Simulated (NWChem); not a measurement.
Species: C₂H₆B cation

```xyz
9

C      0.0000     0.0000     1.4827
B      0.0000     0.0000     0.0000
C      0.0000     0.0000    -1.4827
H     -0.7883     0.6643     1.8729
H     -0.1811    -1.0148     1.8729
H      0.9694     0.3505     1.8729
H      0.3505     0.9694    -1.8729
H     -1.0148    -0.1811    -1.8729
H      0.6643    -0.7883    -1.8729
```
Atoms are numbered in this order, from 1.

Computed with NWChem. Pople sets run with spherical d functions. The geometry was optimised at B3LYP/6-31G* (spherical d). Core excitations by TDA in a window of 1s orbitals, non-relativistic and unshifted: absolute energies depend strongly on the exact-exchange share.

Q: Predict the results for B K edge, PBE/6-311G**. Quantities: first 1s excitation (eV); dipole oscillator strength of the first; first state with f > 0.002 (eV); dipole oscillator strength of that state.

A: 
- first 1s excitation (eV) = 177.6
- dipole oscillator strength of the first = 0.0622
- first state with f > 0.002 (eV) = 177.6
- dipole oscillator strength of that state = 0.0622
